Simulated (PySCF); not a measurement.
C4H12S3Sn, SMILES [S]([Sn]([S]C)([S]C)[CH3])C, singlet (GFN2-xTB optimised geometry):

```
20

C     -0.941    -3.077    -1.291
S     -0.730    -1.386    -1.925
Sn     0.236    -0.200     0.000
C      2.475    -0.200     0.000
S     -0.638    -1.343     2.018
C     -0.278    -0.126     3.316
S     -0.495     2.145     0.000
C     -2.179     2.049    -0.685
H      0.011    -3.594    -1.306
H     -1.641    -3.559    -1.965
H     -1.350    -3.051    -0.287
H      2.828    -1.063     0.555
H      2.821     0.717     0.462
H      2.813    -0.250    -1.029
H      0.782    -0.131     3.543
H     -0.848    -0.443     4.183
H     -0.599     0.863     3.005
H     -2.152     1.572    -1.659
H     -2.514     3.077    -0.781
H     -2.828     1.509    -0.003
```

Level of theory: PySCF with CAM-B3LYP/def2-SVP, def2 effective core potentials past Kr.

What are the frontier orbital energies and the dipole moment?

HOMO-2 -7.96 eV, HOMO-1 -7.89 eV, HOMO -7.80 eV, LUMO -0.16 eV, LUMO+1 1.06 eV; dipole moment 0.89 D.

On the same geometry PBE/def2-SVP, def2 effective core potentials past Kr (PySCF) gives HOMO-2 -5.44 eV, HOMO-1 -5.41 eV, HOMO -5.28 eV, LUMO -2.03 eV, LUMO+1 -0.83 eV; dipole moment 0.85 D.
